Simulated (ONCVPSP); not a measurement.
silicon (Si): excitation energies, all-electron against ONCV

Si (Z = 14), optimised norm-conserving Vanderbilt (ONCV), made with ONCVPSP 4.0.1 (PBEsol, scalar-relativistic). Core [Ne], reference 3s1.5 3p2.5. Waves: 3s: rc 1.55 bohr, ncon 4, nbas 9, qcut 4.5 1/bohr, 2 projectors, debl 1.2 Ha; 3p: rc 2.25 bohr, ncon 4, nbas 8, qcut 4.2 1/bohr, 2 projectors, debl 4 Ha; d scattering state at 0.39 Ha: rc 2.40 bohr, ncon 4, nbas 8, qcut 4.5 1/bohr, 2 projectors, debl 1.9 Ha. Local part: polynomial inside 1.35 bohr (lpopt 5, dvloc0 0 Ha). Core correction: Teter function, fcfact 3.25, rcfact 1.05.

Energies are relative to the spin-unpolarised reference configuration 3s1.5 3p2.5; without spin polarisation the order of configurations can differ from experiment.

```
valence configuration  charge  ΔE all-electron (eV)  error AE − PS (meV)
              3s2 3p2       0                -3.377                 +0.4
              3s2 3p0      +2                20.300                 -6.1
              3s1 3p3       0                 3.417                 +0.2
```

(1) What are ΔE and the potential's error for 3s2 3p1?

Levels in the configuration 3s2 3p2:

| level | all-electron (eV) | pseudo (eV) |
| --- | --- | --- |
| 3s | -10.769 | -10.770 |
| 3p | -4.057 | -4.058 |

Note: no bound ghost flagged; GHOST(+) flagged for s at 90.6 eV.

## Answers

(1) ΔE = 4.336 eV all-electron; the error (AE − PS) is -1.7 meV.
